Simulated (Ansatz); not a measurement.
Born–Oppenheimer molecular dynamics of AlClH3NO (7 atoms, charge 0, multiplicity 1). It starts from a relaxed structure.

The calculation used Ansatz 0.2.0, RKS PBE0-D4/6-31G*.

```yaml
ensemble: NVT, Langevin thermostat
time_step: 0.5 fs
steps_asked: 100
set_temperature: 300 K
friction: 0.02 /fs
seed: 684687
```

First frame:

```xyz
7
Properties=species:S:1:pos:R:3
Al 0.076 -0.174 0.141
N -0.045 0.039 1.883
H -0.913 0.151 2.386
H 0.748 0.066 2.507
O 1.599 -0.358 -0.593
H 1.675 -0.479 -1.544
Cl -1.688 -0.197 -1.011
```

How far do the bonds stretch over the last three quarters of this one trajectory? (Pairs bonded in most of those frames.)


```tsv
bond	mean (Å)	spread (Å)	shortest	longest
Al1–N2	1.767	0.047	1.69	1.82
Al1–O5	1.701	0.039	1.65	1.76
Al1–Cl7	2.084	0.021	2.06	2.14
N2–H3	1.011	0.012	0.99	1.03
N2–H4	1.013	0.027	0.96	1.06
O5–H6	0.962	0.020	0.93	1.00
```

Mean temperature of the second half: 322 K. A run of 0.05 ps of so small a system gives no equilibrium averages.

Run time: 4.2 min on 1 thread of Arm Neoverse V2 (shared host), peak memory 0.14 GiB.
